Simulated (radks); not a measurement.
Results of a calculation; reference values are marked as such.
Valence configurations of Er I (all share [Xe]). Level of theory: scalar-relativistic Kohn-Sham, r2SCAN, spin-polarised, spherical densities, finite nucleus; open shells are filled with parallel spins first (spin-orbit coupling, left out, can overturn this in heavy ions); meta-GGA in the generalised Kohn-Sham scheme; Fermi nuclear charge, rms radius 5.2516 fm (a radial shooting solver on a logarithmic mesh with Libxc functionals). Energies are relative to 4f12 6s2; eigenvalues in eV for spin up.

| valence | E (eV) | moment (Bohr magnetons) | e(4f) | e(5d) | e(6p) | e(6s) |
|---|---|---|---|---|---|---|
| 4f12 6s2 | 0.000 | 2 | -4.051 | - | - | -3.954 |
| 4f12 6s1.5 6p0.5 | 1.216 | 3 | -4.729 | - | -1.721 | -4.666 |
| 4f12 5d0.5 6s1.5 | 1.382 | 3 | -3.615 | -0.872 | - | -4.157 |
| 4f12 6s1 6p1 | 2.013 | 4 | -5.241 | - | -2.121 | -5.190 |
| 4f12 5d1 6s1 | 2.348 | 4 | -3.190 | -0.915 | - | -4.281 |
| 4f12 5d1 6s0.5 6p0.5 | 3.758 | 4 | -3.845 | -1.324 | -1.708 | -4.470 |
| 4f11 6s2 6p1 | 4.547 | 4 | -14.212 | - | -2.508 | -6.110 |

NIST lists [Xe] 4f12 6s2 as the ground configuration; this level of theory agrees among the configurations tried. The energies are those of spherical high-spin densities, not of single terms. No valid solution was reached for [Xe] 4f13 6s1; [Xe] 4f12.5 6s1.5; [Xe] 4f12.5 5d1 6s0.5.
